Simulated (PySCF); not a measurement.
Estimate the missing entries of this data sheet.

C5H5FNO3S (charge -1).
SMILES: `N#C[C@H]1[C@@](CF)(S(=O)([O-])=O)C1`

Conformer (atom-mapped SMILES and torsion angles): `[N:1]#[C:2][C@@H:3]1[CH2:4][C@:5]1([CH2:6][F:7])[S:8](=[O:9])(=[O:10])[O-:11]`: C4–C5–C6–F7 36°, C4–C5–S8–O9 -24°.

```tsv
property	level	value
point group of the GFN2-xTB geometry	GFN2-xTB	?
rotational constants A, B, C of the GFN2-xTB geometry	GFN2-xTB	?
HOMO energy	PBE0/pcSseg-1	?
LUMO energy	PBE0/pcSseg-1	?
13C chemical shifts (computed TMS as zero) by class	GIAO PBE0/pcSseg-1	?
1H chemical shifts (computed TMS as zero) by class	GIAO PBE0/pcSseg-1	?
isotropic shieldings of nuclei other than C and H, by class	GIAO PBE0/pcSseg-1	-27 (1 N), 110 (1 O), 116 (1 O), 118 (1 O), 441 (1 F), 196 (1 S) ppm
```

The electronic properties come from PySCF, for the isolated species, density fitting. No diffuse functions stand in pcSseg-1, which bears on an anion's orbital energies.

Problem. What is the LUMO energy?

Solution. 4.17 eV.

Problem. The rotational constants A, B, C of the GFN2-xTB geometry?

Solution. 1.206, 1.048, 0.702 GHz.

Problem. The point group of the GFN2-xTB geometry?

Solution. C1.

Problem. What is the HOMO energy?

Solution. -2.82 eV.

Problem. What are the 13C chemical shifts (computed TMS as zero) by class?

Solution. 126.5 (1 C), 87.3 (1 C), 48.3 (1 C), 16.2 (1 C), 4.0 (1 C) ppm.

Problem. Give the 1H chemical shifts (computed TMS as zero) by class.

Solution. 5.60 (1 H), 5.40 (1 H), 1.62 (1 H), 1.12 (1 H), 0.76 (1 H) ppm.

The rotational constants make it an asymmetric top with κ = (2B − A − C)/(A − C) = 0.37, nearer the oblate limit (+1). With B = h/(8π²I), that is 505.379 GHz u Å² over I, the principal moments of inertia are 419.1, 482.1 and 719.9 u Å² (most abundant isotopes); the inertial defect Ic − Ia − Ib is -181.3 u Å² (zero for a rigid planar frame, negative otherwise).

One conformer stands for the species.
